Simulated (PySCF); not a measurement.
## Pt (platinum, neutral) across methods

[Xe] 4f14 5d8 6s2, high-spin 3F determinant (an excited configuration). Calculation: PySCF 2.14, in aug-cc-pwCVDZ-PP with ECP60MDF (6s6p5d3f, 70 functions); scalar relativity through the core potential.

```tsv
method	E (hartree)	mean ε 5d β (eV)	mean ε 6s α (eV)	mean ε 6s β (eV)	Σ⟨r²⟩ (bohr²)	⟨S²⟩
M06	-119.3500	-9.046	-7.436	-6.750	55.27	2.005
UHF	-118.50304	-13.100	-8.899	-7.852	56.10	2.009
PBE0	-119.3445	-9.182	-7.478	-6.769	54.90	2.003
PBE	-119.3899	-7.617	-6.739	-6.095	55.05	2.003
CAM-B3LYP	-119.3064	-10.567	-8.606	-8.017	55.13	2.003
B3LYP	-119.4034	-8.911	-7.357	-6.781	55.15	2.003
r2SCAN	-119.4050	-7.911	-6.956	-6.265	54.62	2.005
r2SCAN0	-119.3486	-9.400	-7.682	-6.949	54.65	2.005
LDA	-119.1602	-7.672	-7.019	-6.443	54.99	2.002
```

Energies and moments cover only the electrons outside the core potential. Spin-orbit coupling, absent here, splits the open shell strongly.
